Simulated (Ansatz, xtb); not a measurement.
## Ranking isomers of CH4Sn

4 gas-phase structures of CH4Sn, found in a search over its isomers (lower ones may exist). Each was relaxed with GFN2-xTB:

A. `[CH3][SnH]`, a triplet
B. `[CH][SnH3]`, a triplet
C. `[CH3][SnH]`, a singlet
D. `[CH2]=[SnH2]`, a singlet

Problem. Estimate their order in r2SCAN-D4/def2-SVP energy at these geometries, lowest first.

Solution. Calculated order at r2SCAN-D4/def2-SVP: C (0.0), A (27.6), D (40.6), B (85.0) kcal/mol.

Energies above the lowest of each column, in kcal/mol; the last columns are at B3LYP-D3(BJ)/def2-SVP geometries and were run for some of them only (a dash: not run or not comparable):

```
structure  GFN2-xTB  HF/STO-3G  r2SCAN-D4/def2-SVP  B3LYP-D3(BJ)/def2-SVP  CCSD(T)/def2-TZVPP
        C       0.0        0.0                 0.0                    0.0                 0.0
        A         –       19.2                27.6                   30.7                28.3
        D      57.8       45.9                40.6                   40.2                32.1
        B         –       21.0                85.0                      –                   –
```

Every level run on C puts it lowest or level with the lowest. Some further structures that were screened fall inside this span and aren't listed. Frequencies (B3LYP-D3(BJ)/def2-SVP) were run for A, C, D alone. GFN2-xTB has no spin polarisation and isn't compared across spin states. Open shells are spin-unrestricted. Atoms past krypton carry core potentials in the def2 sets, without spin–orbit terms.

Programs: Ansatz 0.2.0, xtb 6.7.1.
